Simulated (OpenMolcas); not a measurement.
**Pm3+ in a ligand field**

Pm3+ with 6 ligands (chloride) in trigonal antiprismatic coordination (D3d) at 2.73 Å, a polar angle of 57.5° against the regular 54.74°. A charge of +0.5 e stands 2.6 Å behind each ligand. Ligand basis ANO-RCC-VDZP.
```
Pm    0.0000    0.0000    0.0000
Cl    0.0000    2.3018    1.4679
Cl   -1.9934   -1.1509    1.4679
Cl    1.9934   -1.1509    1.4679
Cl    0.0000   -2.3018   -1.4679
Cl    1.9934    1.1509   -1.4679
Cl   -1.9934    1.1509   -1.4679
```

* Program: OpenMolcas
* Method: CASSCF
* Basis: ANO-RCC-VTZP [8s7p5d3f2g1h]
* Scalar Hamiltonian: DKH2, point nucleus
* Active space: 4 electrons in 7 orbitals (4f)
* State averaging: 2S+1 = 5 even, 35 roots (32 in the spin-orbit step); 2S+1 = 3 even, 117 roots kept (CI in the orbitals of an earlier block, 106 in the spin-orbit step); 2S+1 = 1 even, 75 roots kept (CI in the orbitals of an earlier block, 31 in the spin-orbit step)
* Spin-orbit coupling: RASSI with atomic mean-field integrals over the reference wave functions

The lowest spin-free states (labels of D3, the rotations of D3d), above the lowest:

| State | Degeneracy | E (cm-1) | Free-ion L (%) |
| --- | --- | --- | --- |
| 5E | 2 | 0.0 | I (100) |
| 5A1 | 1 | 14.6 | I (100) |
| 5E | 2 | 45.4 | I (100) |
| 5A1 | 1 | 50.6 | I (100) |
| 5A2 | 1 | 72.1 | I (100) |
| 5E | 2 | 243.1 | I (100) |
| 5A1 | 1 | 282.1 | I (100) |
| 5E | 2 | 313.5 | I (100) |
| 5A2 | 1 | 382.2 | I (100) |
| 5A2 | 1 | 14934 | F (100) |
| 5E | 2 | 15037 | F (100) |
| 5A1 | 1 | 15090 | F (98) |
| 5A1 | 1 | 15120 | S (97) |
| 5E | 2 | 15258 | F (100) |
| 5A2 | 1 | 15324 | F (100) |
| 3A2 | 1 | 17964 | K (100) |
| 3E | 2 | 17966 | K (100) |
| 3E | 2 | 17976 | K (100) |
| 3A1 | 1 | 17981 | K (100) |
| 3A2 | 1 | 18005 | K (100) |

The lowest levels with spin-orbit coupling:

| E (cm-1) | Degeneracy | Label | 2S+1 | J | |mJ| (%) | g |
| --- | --- | --- | --- | --- | --- | --- |
| 0.0 | 1 | A1 | 5 | 4.00 | 0 (56) |  |
| 14.5 | 2 | E | 5 | 4.00 | 4 (66) | 0.00 0.00 3.47 |
| 151.6 | 1 | A2 | 5 | 4.02 | 3 (100) |  |
| 164.4 | 2 | E | 5 | 4.01 | 1 (63) | 0.00 0.00 2.47 |
| 166.8 | 1 | A1 | 5 | 4.01 | 3 (56) |  |
| 195.7 | 2 | E | 5 | 4.01 | 2 (93) | 0.00 0.00 2.30 |
| 1619 | 2 | E | 5 | 5.00 | 5 (85) | 0.00 0.00 7.93 |
| 1669 | 2 | E | 5 | 5.00 | 1 (53) | 0.00 0.00 3.94 |
| 1670 | 1 | A2 | 5 | 5.00 | 0 (60) |  |
| 1679 | 1 | A1 | 5 | 5.01 | 3 (100) |  |
| 1690 | 2 | E | 5 | 5.01 | 2 (75) | 0.00 0.00 3.71 |
| 1731 | 2 | E | 5 | 5.01 | 4 (52) | 0.00 0.00 3.94 |
| 1738 | 1 | A2 | 5 | 5.01 | 3 (60) |  |
| 3347 | 1 | A1 | 5 | 6.00 | 6 (85) |  |
| 3348 | 1 | A2 | 5 | 6.00 | 6 (88) |  |
| 3391 | 2 | E | 5 | 6.00 | 2 (46) | 0.00 0.00 5.58 |
| 3401 | 2 | E | 5 | 6.00 | 4 (48) | 0.00 0.00 4.31 |
| 3409 | 1 | A1 | 5 | 6.00 | 0 (53) |  |
| 3417 | 1 | A2 | 5 | 6.01 | 3 (88) |  |
| 3449 | 2 | E | 5 | 6.01 | 5 (56) | 0.00 0.00 6.37 |

Powder χT (cm3 K/mol): 0.0959 at 2 K, 0.419 at 10 K, 0.683 at 50 K, 0.804 at 100 K, 0.91 at 200 K, 0.965 at 300 K. The effective moment at 300 K is 2.828 √(χT) = 2.78 μB.

Hund's rules give f4 the level 5I4 with g = 0.600, so an isolated free-ion multiplet has χT = g² J(J+1) / 8 = 0.900 cm3 K/mol. The computed 0.965 at 300 K differs by +7 %, through the field's splitting, the mixing of terms and any other multiplet in reach.

Metal share of the active 4f orbitals (Löwdin): 99, 100, 100, 100, 100, 100, 100 %; Mulliken charge of the metal 1.92.

High states are left out of the spin-orbit mixing, which shifts the levels that they would mix with. Without dynamic correlation the ligand-field splitting of an f shell can come out too small, at times by half. The first state left out of the spin-orbit step lies near 39000 cm-1 above the lowest spin-free state of the reference (among the parities and spins computed), and the lists stop at four fifths of that energy or lower. No measured value stands beside these numbers; the geometry is a model, was not optimised and need not be the one that this ion takes.

The RASSCF and RASSI steps took 2.2 min on 1 thread of Arm Neoverse V2, with other jobs on the host; the integral step is not counted.

With an even number of electrons the g values are those of a degenerate or nearly degenerate non-Kramers pair.
